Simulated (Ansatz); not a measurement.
`C#C[SiH2]F` + PH₃ → `F[SiH2]P` + `C#C` at 600 K and 1 bar (ligand exchange at the Si–C bond).

Program: Ansatz. Geometries: PBE0-D4/def2-TZVP. ΔE: electronic, gas phase. CCSD(T)/CBS adds triple-zeta CCSD(T) − MP2 to the extrapolated MP2 energy (def2 sets, frozen cores). This one scheme is used for every species. One conformer a species, not always the lowest.

```csv
species,CCSD(T)/CBS energy (Eh),H − E (kJ/mol),S (J/(mol·K))
`C#C[SiH2]F`,-466.78369,147.9,365.5
PH₃,-342.72256,86.3,240.2
`F[SiH2]P`,-732.27050,143.4,367.9
`C#C`,-77.22717,96.2,235.4
```

H − E and S are ideal-gas, rigid-rotor, harmonic terms from PBE0-D4/def2-TZVP, for one conformer and one mirror image of each species. 1 Eh = 2625.50 kJ/mol, R = 8.31446 J/(mol·K).

Problem. By hand: ΔE, ΔH, ΔS and ΔG.

Solution. ΔE = (-732.27050) + (-77.22717) − (-466.78369) − (-342.72256) = 0.00858 Eh = 22.5 kJ/mol. Δ(H − E) = 143.4 + 96.2 − 147.9 − 86.3 = 5.4, so ΔH = 27.9 kJ/mol. ΔS = 367.9 + 235.4 − 365.5 − 240.2 = -2.4 J/(mol·K). ΔG = 27.9 − 600 × (-2.4)/1000 = 29.3 kJ/mol.

Problem. By hand: the equilibrium constant, and the temperature at which ΔG would vanish if ΔH and ΔS stayed fixed.

Solution. log₁₀ K = −ΔG/(RT ln 10) = -2.6. ΔH and −TΔS have one sign here, so there is no such temperature. One of them is within its doubt of zero, so this could turn.

The number of gas molecules stays the same, so ΔS is small and ΔH decides. A doubt of 5 kJ/mol in ΔE shifts log₁₀ K by 0.4 here. Other conformers and mirror images would add mixing entropy, several J/(mol·K) or more a flexible species. These are equilibria of isolated gas molecules and say nothing of rates. Largest T1 diagnostic: 0.013 (customary marks: 0.02 for closed shells, 0.045 for open ones).
